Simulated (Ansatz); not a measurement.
Consider the redistribution: `[NH2][GeH2][SiH2]F` + `N[SiH](O)S[SiH3]` → `[NH2][GeH2][SiH](N)O` + `F[SiH2]S[SiH3]`.

Computed with Ansatz on PBE0-D4/def2-TZVP structures; ΔE is electronic, products minus reactants. CBS: MP2 limit from def2 TZ/QZ plus the TZ coupled-cluster correction, frozen cores. This one scheme is used for every species. Functionals use def2-TZVPP. For Ge outer-core shells are correlated without core-valence functions, which leaves a few kJ/mol of doubt a bond. Scalar relativity is left out up to krypton. Each species was taken in one conformer, which may not be the lowest.

Q: Is it downhill or uphill in electronic energy at CCSD(T)/CBS, and by how much? (An estimate is asked.)

A: Computed: Nearly level: ΔE = +0.3 kcal/mol.

Q: What do these levels give: r2SCAN-D4, PBE0, SCS-MP2/def2-TZVPP, HF/def2-QZVPP, HF/CBS(def2), CCSD/CBS(def2)? (An estimate is asked.)

A: Ansatz gave: r2SCAN-D4 0.8, PBE0 0.4, SCS-MP2/def2-TZVPP 0.2, HF/def2-QZVPP 1.3, HF/CBS(def2) 1.3, CCSD/CBS(def2) 0.4 kcal/mol.

Largest T1 diagnostic among the species: 0.012.

In def2-TZVPP, CCSD(T) changes the Hartree–Fock value by −0.9 kcal/mol (the triples alone add −0.1 kcal/mol) and MP2 by −1.1 kcal/mol.
